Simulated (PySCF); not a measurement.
A GIAO shielding run with PySCF 2.14 (density fitting, non-relativistic, gas phase) on SMILES CSCS(=O)(=O)[O-], [C₂H₅O₃S₂]-:

```
$ OMP_NUM_THREADS=1 python probes_run.py task.json out

{"job": {"kind": "nmr", "xc": "PBE0", "basis": "pcSseg-1"}, "charge": -1, "multiplicity": 1}
C      1.516981    -0.796255     0.222496
S      1.094376     0.810860     0.944971
C     -0.383890     1.237038     0.031518
S     -1.297698    -0.195565    -0.693469
O     -0.498892    -0.616334    -1.837251
O     -1.414624    -1.201387     0.355371
O     -2.559238     0.439114    -1.054321
H      1.704599    -0.671657    -0.838995
H      0.667533    -1.455672     0.371708
H      2.401870    -1.151347     0.743656
H     -1.084240     1.721223     0.702414
H     -0.145580     1.879296    -0.812182
```

Hardware: 1 thread of an Arm Neoverse V1, shared host. The job also computes population analyses, field gradients.

Question: How large is the calculation?

Answer: 74 electrons, 158 basis functions and 869 auxiliary functions.

Question: How long does it take, and how much memory does it need?

Answer: 22 s of wall time, with 14 SCF cycles and 5 response iterations; peak memory 0.84 GiB. Times on a shared host scatter by some tens of per cent.
